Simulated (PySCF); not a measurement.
# Nuclear quadrupole coupling in `F/C=C/C[SiH2]CO[SiH3]`

Species: C₄H₁₁FOSi₂.
Geometry (GFN2-xTB, Å), atoms numbered from 1 in this order:
```xyz
19
C4H11FOSi2 angstrom
F     -2.006    2.608    0.229
C     -1.635    1.450   -0.359
C     -2.021    0.279    0.112
C     -1.593   -1.017   -0.475
Si    -0.255   -1.855    0.611
C      1.116   -0.556    0.878
O      1.471   -0.111   -0.414
Si     2.322    1.201   -0.837
H     -1.005    1.616   -1.219
H     -2.652    0.242    0.989
H     -2.453   -1.679   -0.572
H     -1.182   -0.852   -1.471
H     -0.802   -2.259    1.912
H      0.285   -3.011   -0.109
H      0.773    0.290    1.482
H      2.001   -0.965    1.376
H      3.703    1.133   -0.349
H      2.210    1.076   -2.282
H      1.711    2.419   -0.298
```

Field gradients from the PBE0/pcSseg-1 density (PySCF, non-relativistic), principal values in atomic units, ordered |Vxx| ≤ |Vyy| ≤ |Vzz|:

| atom | Vxx | Vyy | Vzz |
| --- | --- | --- | --- |
| O7 | -0.5615 | -1.1907 | 1.7522 |

**Question.** Find the asymmetry η = (Vxx − Vyy)/Vzz and the couplings χ = eQV/h (234.96 MHz × Q in barn × V in au), with Q(17O) = −0.0256 b.

**Answer.** 
```json
{"atom": "O7", "environment": "silyl ether oxygen", "nucleus": "17O", "η": "0.36", "χzz (MHz)": "-10.54", "χxx (MHz)": "3.38", "χyy (MHz)": "7.16"}
```

The tensor is traceless: Vxx + Vyy + Vzz = 0.

**Question.** What is Vzz at O7 in SI units (1 au = 9.71736 × 10²¹ V/m²)?

**Answer.** 1.7522 au = 17.027 × 10²¹ V/m².

**Question.** What couplings would deuterons (Q(2H) = 0.00286 b) have in place of the hydrogens, at this geometry?

**Answer.** 
```json
{"atom": "H9", "bonded to": "C2", "bond length (Å)": "1.080", "Vzz (au)": "0.3219", "η": "0.11", "χzz (kHz)": "216"}
{"atom": "H10", "bonded to": "C3", "bond length (Å)": "1.081", "Vzz (au)": "0.3275", "η": "0.07", "χzz (kHz)": "220"}
{"atom": "H11", "bonded to": "C4", "bond length (Å)": "1.090", "Vzz (au)": "0.3141", "η": "0.04", "χzz (kHz)": "211"}
{"atom": "H12", "bonded to": "C4", "bond length (Å)": "1.090", "Vzz (au)": "0.3115", "η": "0.06", "χzz (kHz)": "209"}
{"atom": "H13", "bonded to": "Si5", "bond length (Å)": "1.468", "Vzz (au)": "0.1593", "η": "0.01", "χzz (kHz)": "107"}
{"atom": "H14", "bonded to": "Si5", "bond length (Å)": "1.464", "Vzz (au)": "0.1620", "η": "0.01", "χzz (kHz)": "109"}
{"atom": "H15", "bonded to": "C6", "bond length (Å)": "1.094", "Vzz (au)": "0.2964", "η": "0.10", "χzz (kHz)": "199"}
{"atom": "H16", "bonded to": "C6", "bond length (Å)": "1.094", "Vzz (au)": "0.2998", "η": "0.08", "χzz (kHz)": "201"}
{"atom": "H17", "bonded to": "Si8", "bond length (Å)": "1.466", "Vzz (au)": "0.1574", "η": "0.04", "χzz (kHz)": "106"}
{"atom": "H18", "bonded to": "Si8", "bond length (Å)": "1.455", "Vzz (au)": "0.1675", "η": "0.01", "χzz (kHz)": "113"}
{"atom": "H19", "bonded to": "Si8", "bond length (Å)": "1.466", "Vzz (au)": "0.1569", "η": "0.03", "χzz (kHz)": "105"}
```

Isolated species at its GFN2-xTB geometry (one conformer only). GFN2-xTB bond lengths can be off by several hundredths of an ångström, more for odd bonds, and the gradients follow them. A larger basis could move these couplings by a tenth or more.

The run behind these numbers computed NMR shieldings as well. Hardware: an Arm Neoverse V2 with one thread, no GPU, shared host. Cost: 40 s of wall time, 0.93 GiB resident at most.
